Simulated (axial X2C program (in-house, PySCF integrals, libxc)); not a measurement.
# Outer orbitals of CuH at 1.461 Å, HF

All values were computed with an in-house relativistic program for diatomic molecules. Spin-free means the one-electron spin-free X2C Hamiltonian; two-component (2c) means X2C with spin–orbit coupling and atomic mean-field two-electron Coulomb and Gaunt terms, so the difference of the two also holds small scalar two-electron terms. Basis: Cu dyall-cv3z [9s9p6d3f2g], H dyall-v3z [6s2p1d] (cores contracted in-house); Gaussian nuclei, density fitting, unrestricted open shells. Masses: Cu 62.930 u, H 1.008 u.

The distance is close to the 2c PBE0 minimum; the highest filled and lowest empty levels are listed.

Spin-free orbitals, state M_S = 0, Λ = 0 (closed shell) (Löwdin shares):

```json
{"symmetry": "σα", "occupied": "yes", "ε (eV)": "-13.81", "atomic character": "84% Cu d, 13% H s"}
{"symmetry": "π+α", "occupied": "yes", "ε (eV)": "-13.58", "atomic character": "99% Cu d"}
{"symmetry": "π-α", "occupied": "yes", "ε (eV)": "-13.58", "atomic character": "99% Cu d"}
{"symmetry": "δ+α", "occupied": "yes", "ε (eV)": "-13.50", "atomic character": "100% Cu d"}
{"symmetry": "δ-α", "occupied": "yes", "ε (eV)": "-13.50", "atomic character": "100% Cu d"}
{"symmetry": "σα", "occupied": "yes", "ε (eV)": "-9.24", "atomic character": "47% H s, 33% Cu s, 12% Cu d"}
{"symmetry": "σα", "occupied": "no", "ε (eV)": "0.28", "atomic character": "61% Cu p, 35% Cu s, 3% H s"}
{"symmetry": "π+α", "occupied": "no", "ε (eV)": "1.34", "atomic character": "100% Cu p"}
{"symmetry": "π-α", "occupied": "no", "ε (eV)": "1.34", "atomic character": "100% Cu p"}
{"symmetry": "σα", "occupied": "no", "ε (eV)": "2.39", "atomic character": "54% Cu p, 37% Cu s, 6% H s"}
```

One partner of each degenerate Kramers or spin pair is listed.

Spinors with spin–orbit coupling (state Ω = 0):

```tsv
ω	occupied	ε (eV)	atomic character	λ mixture
1/2	yes	-13.93	89% Cu d, 9% H s	72% σ, 28% π
3/2	yes	-13.73	100% Cu d	70% δ, 30% π
1/2	yes	-13.55	94% Cu d, 4% H s	72% π, 28% σ
3/2	yes	-13.43	99% Cu d	70% π, 30% δ
5/2	yes	-13.37	100% Cu d	100% δ
1/2	yes	-9.24	47% H s, 33% Cu s, 12% Cu d	100% σ
1/2	no	0.28	61% Cu p, 35% Cu s, 3% H s	100% σ
1/2	no	1.34	100% Cu p	100% π
3/2	no	1.34	100% Cu p	100% π
1/2	no	2.40	54% Cu p, 37% Cu s, 6% H s	100% σ
```

One partner of each degenerate Kramers or spin pair is listed.

Mulliken charges and populations of the two-component result (they depend on the basis, above all on diffuse functions):

Cu 0.35 e (s 6.63 p 12.09 d 9.93), H -0.35 e (s 1.34 p 0.01).

The state is a single determinant with fixed occupations, the lowest that a limited PBE0 search found.
